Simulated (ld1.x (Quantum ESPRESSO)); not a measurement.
**La: TM pseudisation with PBEsol, fully relativistic reference atom.**

ld1.x (Quantum ESPRESSO) 7.5 was run on this input:

```
&input
   title='La', zed=57., rel=2, dft='PBESOL', iswitch=3,
   config='[Xe] 4f0 5d1 6s2 6p0', rel_dist='average',
   nld=7, rlderiv=4.10, eminld=-5.0, emaxld=5.0, deld=0.02
 /
 &inputp
   pseudotype=2, tm=.true., lloc=0,
   nlcc=.false.,
   file_pseudopw='La.UPF', file_wfcaegen='ae.wfc', file_wfcncgen='nc.wfc', file_beta='beta', file_chi='chi'
 /
4
5P  2  1   6.00   0.00  1.60  1.60  0.0
5D  3  2   1.00   0.00  3.80  3.80  0.0
4F  4  3   0.00   0.00  1.10  1.10  0.0
5S  1  0   2.00   0.00  2.50  2.50  0.0
 &test
   configts(1)='4f0 5s2 5p6 5d1 6s2 6p0'
 /
```

Command:

```bash
ld1.x < La.in > La.out
```

Resulting log (shortened: banner, matrices, multipoles, cross overlaps and the repeated all-electron block are left out):

```
Program LD1 v.7.5
     --------------------------- All-electron run ----------------------------

     La
     dirac relativistic calculation

     atomic number is 57.00
     dft =PBESOL   lsd =0 sic =0 latt =0  beta=0.20 tr2=1.0E-14
     Exchange-correlation= PBESOL
                           (   1   4  10   8   0   0   0)
     mesh =1253 r(mesh) = 100.17801 a.u. xmin = -7.00 dx = 0.01250
     1 Ry =  13.60569312 eV, c = 137.03599908

     n l j   nl                  e(Ry)          e(Ha)          e(eV)
     Spin orbit split results
     1 0 0.5 1S 1( 2.00)     -2844.5327     -1422.2663    -38701.8388
     2 0 0.5 2S 1( 2.00)      -452.6607      -226.3304     -6158.7626
     2 1 0.5 2P 1( 2.00)      -426.9451      -213.4725     -5808.8834
     2 1 1.5 2P 1( 4.00)      -396.6018      -198.3009     -5396.0420
     3 0 0.5 3S 1( 2.00)       -96.8046       -48.4023     -1317.0939
     3 1 0.5 3P 1( 2.00)       -85.9623       -42.9811     -1169.5765
     3 1 1.5 3P 1( 4.00)       -80.0496       -40.0248     -1089.1297
     4 0 0.5 4S 1( 2.00)       -19.5361        -9.7680      -265.8015
     4 1 0.5 4P 1( 2.00)       -15.5477        -7.7738      -211.5370
     4 1 1.5 4P 1( 4.00)       -14.2865        -7.1432      -194.3774
     3 2 1.5 3D 1( 4.00)       -61.0461       -30.5231      -830.5748
     3 2 2.5 3D 1( 6.00)       -59.7807       -29.8903      -813.3575
     5 0 0.5 5S 1( 2.00)        -2.8592        -1.4296       -38.9009
     5 1 0.5 5P 1( 2.00)        -1.7748        -0.8874       -24.1479
     5 1 1.5 5P 1( 4.00)        -1.5891        -0.7945       -21.6203
     4 2 1.5 4D 1( 4.00)        -7.7476        -3.8738      -105.4114
     4 2 2.5 4D 1( 6.00)        -7.5287        -3.7644      -102.4338
     4 3 2.5 4F 1( 0.00)        -0.3340        -0.1670        -4.5450
     4 3 3.5 4F 1( 0.00)        -0.3138        -0.1569        -4.2689
     5 2 1.5 5D 1( 0.40)        -0.2363        -0.1181        -3.2144
     5 2 2.5 5D 1( 0.60)        -0.2224        -0.1112        -3.0261
     6 0 0.5 6S 1( 2.00)        -0.2723        -0.1361        -3.7046
     6 1 0.5 6P 1( 0.00)        -0.1076        -0.0538        -1.4646
     6 1 1.5 6P 1( 0.00)        -0.0945        -0.0473        -1.2860
     Averaged results
     1 0     1S 1( 2.00)     -2844.5327     -1422.2663    -38701.8388
     2 0     2S 1( 2.00)      -452.6607      -226.3304     -6158.7626
     2 1     2P 1( 6.00)      -406.7162      -203.3581     -5533.6558
     3 0     3S 1( 2.00)       -96.8046       -48.4023     -1317.0939
     3 1     3P 1( 6.00)       -82.0205       -41.0102     -1115.9453
     4 0     4S 1( 2.00)       -19.5361        -9.7680      -265.8015
     4 1     4P 1( 6.00)       -14.7069        -7.3534      -200.0973
     3 2     3D 1(10.00)       -60.2869       -30.1434      -820.2444
     5 0     5S 1( 2.00)        -2.8592        -1.4296       -38.9009
     5 1     5P 1( 6.00)        -1.6510        -0.8255       -22.4628
     4 2     4D 1(10.00)        -7.6163        -3.8081      -103.6248
     4 3     4F 1( 0.00)        -0.3225        -0.1612        -4.3872
     5 2     5D 1( 1.00)        -0.2280        -0.1140        -3.1015
     6 0     6S 1( 2.00)        -0.2723        -0.1361        -3.7046
     6 1     6P 1( 0.00)        -0.0989        -0.0494        -1.3455

     final scf error:  2.7E-15 reached in  24 iterations

     Etot =  -16988.449520 Ry,   -8494.224760 Ha, -231139.630810 eV

     Ekin =   18180.418450 Ry,    9090.209225 Ha,  247357.194283 eV
     Encl =  -41339.560506 Ry,  -20669.780253 Ha, -562453.374085 eV
     Eh   =    6571.813120 Ry,    3285.906560 Ha,   89414.072572 eV
     Exc  =    -401.120585 Ry,    -200.560292 Ha,   -5457.523580 eV

     normalization and overlap integrals

     s(1S/1S) =  1.000000  <r> =   0.0251  <r2> =    0.0009  r(max) =   0.0161
     s(2S/2S) =  1.000000  <r> =   0.1070  <r2> =    0.0136  r(max) =   0.0914
     s(2P/2P) =  1.000000  <r> =   0.0899  <r2> =    0.0100  r(max) =   0.0694
     s(2P/2P) =  1.000000  <r> =   0.0960  <r2> =    0.0112  r(max) =   0.0748
     s(3S/3S) =  1.000000  <r> =   0.2850  <r2> =    0.0929  r(max) =   0.2610
     s(3P/3P) =  1.000000  <r> =   0.2748  <r2> =    0.0878  r(max) =   0.2483
     s(3P/3P) =  1.000000  <r> =   0.2868  <r2> =    0.0954  r(max) =   0.2578
     s(4S/4S) =  1.000000  <r> =   0.6544  <r2> =    0.4833  r(max) =   0.6108
     s(4P/4P) =  1.000000  <r> =   0.6748  <r2> =    0.5179  r(max) =   0.6184
     s(4P/4P) =  1.000000  <r> =   0.7019  <r2> =    0.5601  r(max) =   0.6421
     s(3D/3D) =  1.000000  <r> =   0.2578  <r2> =    0.0785  r(max) =   0.2085
     s(3D/3D) =  1.000000  <r> =   0.2616  <r2> =    0.0807  r(max) =   0.2111
     s(5S/5S) =  1.000000  <r> =   1.5566  <r2> =    2.7222  r(max) =   1.4112
     s(5P/5P) =  1.000000  <r> =   1.7491  <r2> =    3.4663  r(max) =   1.5403
     s(5P/5P) =  1.000000  <r> =   1.8303  <r2> =    3.7983  r(max) =   1.5991
     s(4D/4D) =  1.000000  <r> =   0.7624  <r2> =    0.6743  r(max) =   0.6666
     s(4D/4D) =  1.000000  <r> =   0.7720  <r2> =    0.6914  r(max) =   0.6750
     s(4F/4F) =  1.000000  <r> =   1.1729  <r2> =    1.8472  r(max) =   0.7460
     s(4F/4F) =  1.000000  <r> =   1.1864  <r2> =    1.8960  r(max) =   0.7460
     s(5D/5D) =  1.000000  <r> =   2.9620  <r2> =   10.5633  r(max) =   2.1857
     s(5D/5D) =  1.000000  <r> =   3.0295  <r2> =   11.0640  r(max) =   2.2411
     s(6S/6S) =  1.000000  <r> =   4.3993  <r2> =   21.8716  r(max) =   3.7884
     s(6P/6P) =  1.000000  <r> =   5.7224  <r2> =   37.4853  r(max) =   4.8040
     s(6P/6P) =  1.000000  <r> =   6.0031  <r2> =   41.2825  r(max) =   4.9876

     ------------------------ End of All-electron run ------------------------

     --------------------- Generating NC pseudopotential ---------------------

      Generating local pot.: lloc=0, matching radius rcloc =   2.5000

     Fully relativistic calculation: |psi|^2

     Wfc 5P LC norm =  0.99984041 SC norm =  0.00015958 missing  0.00000001

     Wfc 5P LC norm =  0.99985330 SC norm =  0.00014667 missing  0.00000003

     Wfc 5D LC norm =  0.99994071 SC norm =  0.00005927 missing  0.00000002

     Wfc 5D LC norm =  0.99994322 SC norm =  0.00005546 missing  0.00000132

     Wfc 4F LC norm =  0.99969276 SC norm =  0.00030724 missing  0.00000000

     Wfc 4F LC norm =  0.99969738 SC norm =  0.00030256 missing  0.00000006

      Wfc   5P  rcut= 1.619  Using Troullier-Martins method

      Wfc   5P  rcut= 1.619  Using Troullier-Martins method

      Wfc   5D  rcut= 3.788  Using Troullier-Martins method

      Wfc   5D  rcut= 3.788  Using Troullier-Martins method

      Wfc   4F  rcut= 1.113  Using Troullier-Martins method

      Wfc   4F  rcut= 1.113  Using Troullier-Martins method

     ------------------- End of pseudopotential generation -------------------

     Computing logarithmic derivative in   4.10916

       Warning: n=3, l=2 expected 0 nodes, found 1
       Setting wfc to zero for this iteration
       (This warning will only be printed once per wavefunction)

       Warning: n=2, l=1 expected 0 nodes, found 1
       Setting wfc to zero for this iteration
       (This warning will only be printed once per wavefunction)

       Warning: n=2, l=0 expected 1 nodes, found 0
       Setting wfc to zero for this iteration
       (This warning will only be printed once per wavefunction)

     Message from routine run_pseudo:
     Warning: convergence not achieved

       Warning: n=4, l=3 expected 0 nodes, found 1
       Setting wfc to zero for this iteration
       (This warning will only be printed once per wavefunction)

     Computing logarithmic derivative in   4.10916
     Computing the partial wave expansion
       no projector for channel:   0
     R is outside the sphere for l=    1 j= 0.50
     R is outside the sphere for l=    1 j= 1.50
     R is outside the sphere for l=    2 j= 1.50
     R is outside the sphere for l=    2 j= 2.50
     R is outside the sphere for l=    3 j= 2.50
     R is outside the sphere for l=    3 j= 3.50

     ---------------------- Testing the pseudopotential ----------------------

     La
     dirac relativistic calculation

     atomic number is 57.00   valence charge is 11.00
     dft =PBESOL   lsd =0 sic =0 latt =0  beta=0.20 tr2=1.0E-14
     mesh =1253 r(mesh) = 100.17801 xmin = -7.00 dx = 0.01250

     n l  j  nl             e AE (Ry)       e PS (Ry)    De AE-PS (Ry)
     4 3 2.5 4F   1( 0.00)       -0.33405       -0.33405        0.00000
     4 3 3.5 4F   1( 0.00)       -0.31376       -0.31376        0.00000
     1 0 0.5 5S   1( 2.00)       -2.85916       -4.68535        1.82619  !
     2 1 0.5 5P   1( 2.00)       -1.77483       -3.56581        1.79098  !
     2 1 1.5 5P   1( 4.00)       -1.58906       -3.36536        1.77629  !
     3 2 1.5 5D   1( 0.40)       -0.23626       -0.43387        0.19762  !
     3 2 2.5 5D   1( 0.60)       -0.22242       -0.41665        0.19423  !
     2 0 0.5 6S   1( 2.00)       -0.27228       -0.01064       -0.26165  !
     3 1 0.5 6P   1( 0.00)       -0.10764       -0.09174       -0.01590  !
     3 1 1.5 6P   1( 0.00)       -0.09452       -0.06090       -0.03362  !

     eps = 1.2E-11  iter =201

     Etot =  -16988.449520 Ry,   -8494.224760 Ha, -231139.630810 eV
     Etotps =   -62.420113 Ry,     -31.210056 Ha,    -849.268896 eV

     Ekin =      12.963068 Ry,       6.481534 Ha,     176.371521 eV
     Encl =    -102.906874 Ry,     -51.453437 Ha,   -1400.119343 eV
     Ehrt =      34.092963 Ry,      17.046482 Ha,     463.858397 eV
     Ecxc =      -6.889143 Ry,      -3.444571 Ha,     -93.731561 eV
     Epseu=       0.319873 Ry,       0.159936 Ha,       4.352090 eV

     ---------------------- End of pseudopotential test ----------------------
```

Generation and configuration tests took about 12 s on one core of a shared server CPU.
